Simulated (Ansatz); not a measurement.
Compare A (`B/C=C/CF`) with its isomer B (`C[C@H]1B[C@@H]1F`).

Computed with Ansatz on PBE0-D4/def2-TZVP structures; ΔE is electronic, products minus reactants. CCSD(T)/CBS is the MP2 limit (def2-TZVPP, def2-QZVPP) plus CCSD(T) − MP2 in def2-TZVPP, frozen cores. Functionals use def2-TZVPP. B3LYP here is the variant with VWN-RPA as its local correlation; programs differ in this. Each species was taken in one conformer, which may not be the lowest.

**Question.** Which is lower in electronic energy at CCSD(T)/CBS, and by how much? (Best estimate.)

**Answer.** Computed: A, by 86.4 kJ/mol.

**Question.** Give E(B) − E(A) in kJ/mol with r2SCAN-D4, CCSD/def2-TZVPP, HF/def2-TZVPP, PBE-D4, PBE0-D4, B3LYP-D4, B2PLYP. (Estimate.)

**Answer.** The calculation gave: r2SCAN-D4 74.2, CCSD/def2-TZVPP 89.8, HF/def2-TZVPP 115.4, PBE-D4 67.5, PBE0-D4 67.5, B3LYP-D4 91.2, B2PLYP 90.9. None reverses the order clearly.

Largest T1 diagnostic: 0.012.

In def2-TZVPP, CCSD(T) changes the Hartree–Fock value by −25.7 kJ/mol (the triples alone add −0.1 kJ/mol) and MP2 by −32.8 kJ/mol.
